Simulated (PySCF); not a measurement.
First SCF of a structure search on quartet RuF₃, at a hand-made trigonal pyramidal geometry. PySCF input:

```python
from pyscf import gto, scf, dft
mol = gto.M(atom='''
Ru     0.000000     0.000000     0.000000
F      1.668800     0.000000     0.887300
F     -0.834400     1.445200     0.887300
F     -0.834400    -1.445200     0.887300''',
    basis={'Ru': 'def2-TZVP', 'F': 'def2-TZVP'},
    ecp={'Ru': 'def2-TZVP'},
    charge=0, spin=3)
mf = dft.UKS(mol, xc='PBE0')
mf.grids.atom_grid = (50, 194)
aux = {'Ru': 'def2-universal-JKFIT', 'F': 'def2-universal-JKFIT'}
mf = mf.density_fit(auxbasis=aux)
mf.conv_tol = 1e-08
mf.diis_space = 10
mf.max_cycle = 60
mf.init_guess = 'minao'
mf.verbose = 4
mf.kernel()
```

Excerpt of the output (cycles alone):

```
init E= -386.238308096841
cycle= 1 E= -394.064794667009  delta_E= -7.83  |g|= 0.654  |ddm|=  2.9
cycle= 2 E= -393.849947970085  delta_E= 0.215  |g|= 1.08  |ddm|= 0.981
cycle= 3 E= -394.179104667443  delta_E= -0.329  |g|= 0.338  |ddm|= 0.617
cycle= 4 E= -394.220569689582  delta_E= -0.0415  |g|= 0.0445  |ddm|= 0.203
cycle= 5 E= -394.220739395428  delta_E= -0.00017  |g|= 0.0612  |ddm|= 0.0634
cycle= 6 E= -394.222132245511  delta_E= -0.00139  |g|= 0.00965  |ddm|= 0.0324
cycle= 7 E= -394.222478561895  delta_E= -0.000346  |g|= 0.00794  |ddm|= 0.0288
cycle= 8 E= -394.222985512078  delta_E= -0.000507  |g|= 0.00593  |ddm|= 0.0475
cycle= 9 E= -394.223610783759  delta_E= -0.000625  |g|= 0.00488  |ddm|= 0.0712
cycle= 10 E= -394.224155041505  delta_E= -0.000544  |g|= 0.00325  |ddm|= 0.0833
cycle= 11 E= -394.224497237215  delta_E= -0.000342  |g|= 0.00295  |ddm|= 0.0989
cycle= 12 E= -394.224514088844  delta_E= -1.69e-05  |g|= 0.00113  |ddm|= 0.0078
cycle= 13 E= -394.224547639506  delta_E= -3.36e-05  |g|= 0.00217  |ddm|= 0.041
cycle= 14 E= -394.22454971444  delta_E= -2.07e-06  |g|= 0.000579  |ddm|= 0.00645
cycle= 15 E= -394.224552479082  delta_E= -2.76e-06  |g|= 0.000166  |ddm|= 0.00932
cycle= 16 E= -394.224552580374  delta_E= -1.01e-07  |g|= 0.000265  |ddm|= 0.00157
cycle= 17 E= -394.224552616494  delta_E= -3.61e-08  |g|= 0.000128  |ddm|= 0.000445
cycle= 18 E= -394.224552622053  delta_E= -5.56e-09  |g|= 9.3e-05  |ddm|= 0.000174
Extra cycle  E= -394.224552617898  delta_E= 4.15e-09  |g|= 0.000163  |ddm|= 0.000161
converged SCF energy = -394.224552617898  <S^2> = 3.7653966  2S+1 = 4.0076909
```

No lower solution of this spin was found from smeared starts or by a stability analysis within the unrestricted form.

Open d and f shells are described by one determinant, and the ground state may have another occupation or spin.

The search for the lowest solution, 3 starts and the stability check together, took 20 s on 4 threads of a shared Arm Neoverse V1 host, with 133 basis functions; the process peaked at 0.58 GiB. Launch command: `OMP_NUM_THREADS=4 python axn.py task.json out`.
